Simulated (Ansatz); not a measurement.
```xyz
16

C     0.818    1.268    1.271
C     0.181    0.570    0.081
C     1.112    0.545   -1.122
N    -0.252   -0.766    0.486
Ge   -1.695   -1.567   -0.212
Cl   -3.402   -0.353    0.160
Cl   -1.669   -1.897   -2.332
Cl   -1.897   -3.464    0.724
H     1.113    2.287    1.011
H     0.125    1.306    2.113
H     1.717    0.732    1.592
H    -0.727    1.123   -0.189
H     0.639    0.060   -1.978
H     2.028   -0.004   -0.882
H     1.398    1.558   -1.414
H     0.512   -1.397    0.692
```

Charge 0, multiplicity 1.

Problem. List the PBE0/def2-TZVPP orbital energies in eV (Ansatz 0.2.0). (Best estimate.)

Solution. Ansatz gave: Occupied: -10862.31, -2767.77, -2767.72, -2767.61, -1360.41, -1210.25, -1210.25, -1210.21, -391.88, -279.64, -278.13, -278.13, -259.61, -259.56, -259.45, -197.91, -197.86, -197.75, -197.74, -197.74, -197.70, -197.69, -197.59, -197.58, -173.24, -123.08, -123.05, -122.96, -35.93, -35.93, -35.88, -35.80, -35.79, -25.59, -23.84, -23.04, -22.89, -21.53, -19.64, -17.04, -15.78, -13.57, -13.48, -12.38, -12.15, -11.67, -11.54, -11.19, -10.90, -10.24, -10.00, -9.86, -9.78, -9.54, -9.43, -9.34, -9.14, -7.63. Lowest empty: -1.22, 0.59, 0.91, 1.15, 1.67, 1.88, 2.36, 2.62.
